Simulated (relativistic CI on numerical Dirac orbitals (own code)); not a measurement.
**Electric-dipole transitions in Pd20+**

These numbers are calculated, not measured: Dirac-Coulomb-Breit CI, KLI orbitals optimised for each configuration, a model potential for QED, unscaled Slater integrals (own radial code, finite nucleus).

Configurations in the expansion (outside the closed core [Ne]): 3s2 3p6 3d8, 3s2 3p5 3d9, 3s2 3p4 3d10, 3s 3p6 3d9, 3p6 3d10, 3s 3p5 3d10, 3s2 3p6 3d7 4s, 3s2 3p6 3d7 4p, 3s2 3p6 3d7 4d, 3s2 3p6 3d7 4f, 3s2 3p6 3d6 4s2, 3s2 3p5 3d8 4s, 3s2 3p4 3d9 4s, 3s2 3p6 3d6 4s 4p, 3s2 3p4 3d9 4p, 3s2 3p5 3d8 4p. Levels of other configurations are missing.

| λ vac (Å) | Lower | Upper | A (s⁻¹) | log gf | S velocity/length |
| --- | --- | --- | --- | --- | --- |
| 29.632 | 3s2 3p6 3d8 3F_3 [3] | 3s2 3p6 3d7 4p 3G°_4 [117] | 6.31e+11 | -0.13 | 0.91 |
| 29.651 | 3s2 3p6 3d8 3F_4 [1] | 3s2 3p6 3d7 4p 3G°_5 [92] | 5.63e+11 | -0.09 | 0.90 |
| 29.871 | 3s2 3p6 3d8 3F_4 [1] | 3s2 3p6 3d7 4p 3F°_4 [83] | 5.17e+11 | -0.21 | 0.94 |
| 29.876 | 3s2 3p6 3d8 1G_4 [7] | 3s2 3p6 3d7 4p 1G°_4 [140] | 9.52e+11 | 0.06 | 0.90 |
| 56.195 | 3s2 3p6 3d8 1G_4 [7] | 3s2 3p5 3d9 1F°_3 [20] | 1.01e+12 | 0.52 | 0.66 |
| 56.448 | 3s2 3p6 3d8 3F_3 [3] | 3s2 3p5 3d9 3P°_2 [19] | 2.96e+11 | -0.15 | 0.69 |
| 60.750 | 3s2 3p6 3d8 3F_4 [1] | 3s2 3p5 3d9 3D°_3 [16] | 3.00e+11 | 0.06 | 0.66 |
| 61.354 | 3s2 3p6 3d8 1D_2 [2] | 3s2 3p5 3d9 3D°_1 [17] | 4.03e+11 | -0.17 | 0.68 |
| 62.312 | 3s2 3p6 3d8 3F_3 [3] | 3s2 3p5 3d9 3D°_3 [16] | 1.56e+11 | -0.20 | 0.69 |
| 63.738 | 3s2 3p6 3d8 3F_3 [3] | 3s2 3p5 3d9 3D°_2 [13] | 3.51e+11 | 0.03 | 0.66 |
| 63.820 | 3s2 3p6 3d8 3F_4 [1] | 3s2 3p5 3d9 3F°_3 [12] | 3.19e+11 | 0.13 | 0.67 |
| 64.370 | 3s2 3p5 3d9 1F°_3 [20] | 3s2 3p4 3d10 1D_2 [133] | 1.07e+12 | 0.52 | 0.82 |
| 66.234 | 3s2 3p5 3d9 3D°_3 [16] | 3s2 3p4 3d10 3P_2 [60] | 5.58e+11 | 0.26 | 0.83 |
| 66.930 | 3s2 3p6 3d8 3F_4 [1] | 3s2 3p5 3d9 3F°_4 [10] | 1.68e+11 | 0.01 | 0.70 |
| 67.152 | 3s2 3p6 3d8 1D_2 [2] | 3s2 3p5 3d9 1D°_2 [11] | 2.60e+11 | -0.06 | 0.73 |
| 84.649 | 3s2 3p5 3d9 3F°_4 [10] | 3s 3p6 3d9 3D_3 [22] | 1.94e+11 | 0.16 | 0.81 |
| 195.79 | 3s2 3p6 3d7 4p 5G°_6 [77] | 3s2 3p6 3d7 4d 5H_7 [185] | 6.66e+10 | 0.76 | 0.98 |
| 260.68 | 3s2 3p6 3d7 4s 5F_5 [26] | 3s2 3p6 3d7 4p 5G°_6 [77] | 2.16e+10 | 0.46 | 1.15 |
| 264.55 | 3s2 3p6 3d7 4s 3G_5 [37] | 3s2 3p6 3d7 4p 3H°_6 [112] | 2.00e+10 | 0.44 | 1.21 |
| 267.55 | 3s2 3p6 3d7 4s 3H_6 [42] | 3s2 3p6 3d7 4p 3I°_7 [127] | 2.02e+10 | 0.51 | 1.27 |

Terms are leading LS components. Brackets give the number of a level in order of energy, since labels repeat. The list gives strong lines, with weight on those to low levels, among the lowest 200 of 1511 levels, so that lines to higher ones, which can be the strongest, are missing. Levels whose partners in the same complex of configurations lie outside the list can be far off, and so can their lines. Rates are taken at the computed energies, electric ones in the length gauge. A velocity-to-length ratio far from 1 marks an uncertain rate.

At this charge energies of transitions that change n are usually good to better than 1 %, and those within a shell (Δn = 0) to a few per cent. Terms inside the open d or f shell come out 10 to 20 % too wide with unscaled integrals.

LS names give the leading component of a level, which can be under half, so a name can repeat, a term be missing and a line seem to break the LS rules.
